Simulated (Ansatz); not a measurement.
`CO[BH][ZnH]` + `C[SiH2]O` → `C[SiH2][O][ZnH]` + `BOC` at 700 K and 1 bar (cleavage of the Zn–B bond).

Computed with Ansatz on PBE0-D4/def2-TZVP structures; ΔE is electronic, products minus reactants. CCSD(T)/CBS is the MP2 limit (def2-TZVPP, def2-QZVPP) plus CCSD(T) − MP2 in def2-TZVPP, frozen cores. This one scheme is used for every species. For Zn outer-core shells are correlated without core-valence functions, which leaves a few kJ/mol of doubt a bond. Scalar relativity is left out up to krypton. One conformer a species, not always the lowest.

```csv
species,CCSD(T)/CBS energy (Eh),H − E (kJ/mol),S (J/(mol·K))
`CO[BH][ZnH]`,-1919.39909,226.4,421.8
`C[SiH2]O`,-405.96945,239.4,390.4
`C[SiH2][O][ZnH]`,-2184.36423,245.8,476.1
`BOC`,-141.04597,216.3,339.4
```

H − E and S are ideal-gas, rigid-rotor, harmonic terms from PBE0-D4/def2-TZVP, for one conformer and one mirror image of each species. 1 Eh = 2625.50 kJ/mol, R = 8.31446 J/(mol·K).

Task: By hand: ΔE, ΔH, ΔS and ΔG.

Result: ΔE = (-2184.36423) + (-141.04597) − (-1919.39909) − (-405.96945) = -0.04166 Eh = -109.4 kJ/mol. Δ(H − E) = 245.8 + 216.3 − 226.4 − 239.4 = -3.7, so ΔH = -113.1 kJ/mol. ΔS = 476.1 + 339.4 − 421.8 − 390.4 = 3.3 J/(mol·K). ΔG = -113.1 − 700 × (3.3)/1000 = -115.4 kJ/mol.

Task: By hand: the equilibrium constant, and the temperature at which ΔG would vanish if ΔH and ΔS stayed fixed.

Result: log₁₀ K = −ΔG/(RT ln 10) = 8.6. ΔH and −TΔS have one sign here, so there is no such temperature. One of them is within its doubt of zero, so this could turn.

The number of gas molecules stays the same, so ΔS is small and ΔH decides. A doubt of 5 kJ/mol in ΔE shifts log₁₀ K by 0.4 here. Other conformers and mirror images would add mixing entropy, several J/(mol·K) or more a flexible species. Modes under 60 cm⁻¹, often nearly free rotors, make the harmonic entropy too high. These are equilibria of isolated gas molecules and say nothing of rates. Largest T1 diagnostic: 0.016 (customary marks: 0.02 for closed shells, 0.045 for open ones).
